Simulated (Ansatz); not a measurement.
`[OH][Sb]([F])[F]` + `C[O][Ge][NH2]` → `C[O][Sb]([F])[F]` + `[NH2][Ge][OH]`  (redistribution)

Isolated molecules relaxed with PBE0-D4/def2-TZVP in Ansatz; ΔE leaves out vibrations. CBS: MP2 limit from def2 TZ/QZ plus the TZ coupled-cluster correction, frozen cores. DFT in def2-TZVPP. HSE06 is defined as in plane-wave codes. def2 core potentials past Kr. For Ge, Sb outer-core shells are correlated without core-valence functions, which leaves a few kJ/mol of doubt a bond. Scalar relativity is left out up to krypton. Each species was taken in one conformer, which may not be the lowest.

```csv
level,ΔE (kJ/mol)
HSE06-D4,5.0
r2SCAN,5.5
HSE06,5.7
LC-ωPBE,5.1
```

Question: What does CCSD(T)/CBS give? (An estimate is asked.)

Answer: The calculation gave: +2.5 kJ/mol. The listed levels differ from it by 2.5, 3.0, 3.2, 2.6 kJ/mol.

Question: What do rigid-rotor, harmonic-oscillator terms from PBE0-D4/def2-TZVP frequencies (298.15 K, 1 bar) make of the CCSD(T)/CBS value? (Estimate.)

Answer: Ansatz gave: ΔZPE = +0.1 kJ/mol, ΔH = +2.8 kJ/mol, ΔS = 3 J/(mol·K), ΔG = +1.9 kJ/mol.

Largest T1 diagnostic among the species: 0.015.

Leaving LDA and LC-ωPBE aside and taking each functional with its dispersion term where it has one, the values, not all of them listed here, spread over 2.7 kJ/mol, from BLYP-D4 to r2SCAN-D4.
